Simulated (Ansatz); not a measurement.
Cartesian coordinates (Å):
```xyz
5

B     -0.2763     1.3645    -0.0781
Si     0.9802     0.1149    -0.0207
B     -1.0513     0.0409     0.0123
H      2.2200    -0.7103     0.0115
H     -1.8725    -0.8099     0.0750
```
Charge +1, spin multiplicity 2.

These are frozen-core CCSD(T)/cc-pVQZ // PBE0-D3(BJ)/def2-TZVP (Ansatz, a program for electronic structure) values and carry that method's errors. The geometry is that of the parent before the electron was removed.

| Item | Result |
|---|---|
| HF energy | -339.04045 Ha |
| MP2 correlation energy | -0.26253 Ha |

### Question
Estimate the CCSD correlation energy, the (T) correction, the total energy and the T1 diagnostic.

### Answer

The CCSD correlation energy is -0.30139 Ha and the (T) correction is -0.01761 Ha. The CCSD(T) total energy comes out as -339.35944 Ha and the T1 diagnostic is 0.057.
